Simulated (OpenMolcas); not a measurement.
Cu3+ (d8) among equal point charges was computed by CASSCF with the d shell active (OpenMolcas, ANO-RCC-VTZP on the metal). Its lowest spin-free states, and all those of the highest spin:

```csv
2S+1,Degeneracy,E (cm-1)
3,2,0.0
3,1,1339
3,1,2704
3,2,5044
3,1,5240
1,1,15364
1,2,19863
1,1,20648
3,1,21575
1,1,22187
1,1,22287
1,1,25225
3,2,31389
```

Problem. Is the site octahedral, tetrahedral or cube-like, axial, or of lower symmetry?

Solution. The states with 2S+1 = 3 have orbital degeneracies 2, 1, 1, 2, 1, 1, 2. There are pairs but no triples, so the site is axial: not cubic, but with a proper or improper axis of order three or more. The run had Cu3+ among 5 point charges of -2.6 e arranged as a square pyramid (C4v), 1.8 Å from the ion, with the axial distance 2.034 Å.

An orbital doublet at a regular site is open to a Jahn-Teller distortion, which this geometry leaves out. Without dynamic correlation the repulsion within the d shell is too large (B by tens of per cent), so at a given field states of lower spin stand too high. Point charges give a weaker field than real ligands, and real ions of this kind are often low spin; the high spin found here belongs to the model. Point charges carry no covalency, so the field is a model and not that of real ligands. An unlabelled pair can be two single states that coincide in this model. No measured value stands beside these numbers.
